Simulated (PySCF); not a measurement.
C4H7FO4.
Atom-mapped SMILES: `[CH3:1][O:2][C:3](=[O:4])[O:5][C@H:6]([F:7])[O:8][CH3:9]` (hydrogens: H10, H11, H12 on C1; H13 on C6; H14, H15, H16 on C9)

The geometry is computed with GFN2-xTB (gas phase).

Q: What internal coordinates does the optimisation give?

A: 
```csv
bond,length (Å),order
C1–O2,1.427,single
O2–C3,1.317,single
C3=O4,1.195,double
C3–O5,1.352,single
O5–C6,1.386,single
C6–F7,1.368,single
C6–O8,1.355,single
O8–C9,1.421,single
"C1–H10, C1–H11, C1–H12",1.090,single
C6–H13,1.110,single
"C9–H14, C9–H15, C9–H16",1.091,single
```

Bonds in one row agree within 0.01 Å and their mean is given. Orders are formal, as drawn. A selection of angles:
```csv
angle,degrees
C1–O2–C3,117.4
O2–C3–O4,127.3
O2–C3–O5,108.0
O4–C3–O5,124.7
C3–O5–C6,116.0
O5–C6–F7,105.8
O5–C6–O8,109.7
F7–C6–O8,110.8
C6–O8–C9,114.4
```

Torsions: C1–O2–C3–O4 -2° (synperiplanar); O2–C3–O5–C6 -178° (antiperiplanar); C3–O5–C6–F7 -150°; O5–C6–O8–C9 -170° (antiperiplanar).

O5 (oxygen singly bound to a carbonyl carbon) is bent (angle 116.0°). Of the pairs four or more bonds apart, O4···H12 is among the closest relative to their van der Waals radii: 2.26 Å, 83 % of the sum of Bondi's values. The 7 C–O bonds span 1.195 Å (C3=O4, drawn double) to 1.427 Å (C1–O2, drawn single), a spread of 0.232 Å.

Point group: C1 (no symmetry element, even within 0.4 Å). Not checked by GFN2-xTB frequencies. The numbers are those of one conformer.
